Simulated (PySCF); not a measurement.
SCF from a fresh guess for sextet FeOBr, at the PBE minimum. PySCF input:

```python
from pyscf import gto, scf, dft
mol = gto.M(atom='''
Fe    -0.001551     0.213950    -1.028080
O      0.002270    -0.313160    -2.578814
Br     0.000650    -0.089735     1.255029''',
    basis={'Fe': 'def2-SVP', 'O': 'def2-SVP', 'Br': 'def2-SVP'},
    charge=0, spin=5)
mf = dft.UKS(mol, xc='PBE')
mf.grids.atom_grid = (50, 194)
aux = {'Fe': 'def2-universal-JKFIT', 'O': 'def2-universal-JKFIT', 'Br': 'def2-universal-JKFIT'}
mf = mf.density_fit(auxbasis=aux)
mf.conv_tol = 1e-08
mf.diis_space = 10
mf.max_cycle = 60
mf.init_guess = 'minao'
mf.verbose = 4
mf.kernel()
```

Excerpt of the output (cycles alone):

```
init E= -3909.95737246561
cycle= 1 E= -3900.60531849368  delta_E= 9.35  |g|= 2.85  |ddm|= 10.7
cycle= 2 E= -3877.75498681295  delta_E= 22.9  |g|= 4.91  |ddm|= 11.3
cycle= 3 E= -3902.87210690882  delta_E= -25.1  |g|= 3.75  |ddm|= 6.55
cycle= 4 E= -3904.50189301164  delta_E= -1.63  |g|= 3.77  |ddm|=  1.6
cycle= 5 E= -3903.76318811951  delta_E= 0.739  |g|= 3.72  |ddm|= 1.61
cycle= 6 E= -3903.62838771291  delta_E= 0.135  |g|= 3.74  |ddm|= 0.287
cycle= 7 E= -3903.75061137985  delta_E= -0.122  |g|= 3.73  |ddm|= 0.117
cycle= 8 E= -3904.0061160491  delta_E= -0.256  |g|= 3.74  |ddm|= 0.66
cycle= 9 E= -3903.98870931039  delta_E= 0.0174  |g|= 3.76  |ddm|= 0.283
cycle= 10 E= -3904.02022756725  delta_E= -0.0315  |g|= 3.76  |ddm|= 0.131
cycle= 11 E= -3903.99929886374  delta_E= 0.0209  |g|= 3.76  |ddm|= 0.0582
cycle= 12 E= -3827.14948536885  delta_E= 76.8  |g|=  7.9  |ddm|= 13.4
cycle= 13 E= -3908.04970199944  delta_E= -80.9  |g|= 2.55  |ddm|= 12.6
... 18 lines left out ...
cycle= 32 E= -3911.88002141287  delta_E= -0.0131  |g|= 0.108  |ddm|= 0.0838
cycle= 33 E= -3911.88428544846  delta_E= -0.00426  |g|= 0.0182  |ddm|= 0.0716
cycle= 34 E= -3911.88439399839  delta_E= -0.000109  |g|= 0.0104  |ddm|= 0.0211
cycle= 35 E= -3911.88443139273  delta_E= -3.74e-05  |g|= 0.00492  |ddm|= 0.00964
cycle= 36 E= -3911.88444091864  delta_E= -9.53e-06  |g|= 0.000888  |ddm|= 0.00335
cycle= 37 E= -3911.8844411936  delta_E= -2.75e-07  |g|= 0.000161  |ddm|= 0.000505
cycle= 38 E= -3911.88444120409  delta_E= -1.05e-08  |g|= 3.5e-05  |ddm|= 0.000136
cycle= 39 E= -3911.88444120487  delta_E= -7.87e-10  |g|= 9.95e-06  |ddm|= 5.11e-05
Extra cycle  E= -3911.88444120355  delta_E= 1.33e-09  |g|= 6.05e-05  |ddm|= 4.1e-05
converged SCF energy = -3911.88444120355  <S^2> = 8.7593318  2S+1 = 6.0031098
```

No lower solution of this spin was found from smeared starts or by a stability analysis within the unrestricted form.

Open d and f shells are described by one determinant, and the ground state may have another occupation or spin.

The search for the lowest solution, 3 starts and the stability check together, took 20 s on 2 threads of a shared Intel Xeon 6975P-C (Granite Rapids) host, with 77 basis functions; the process peaked at 0.33 GiB.
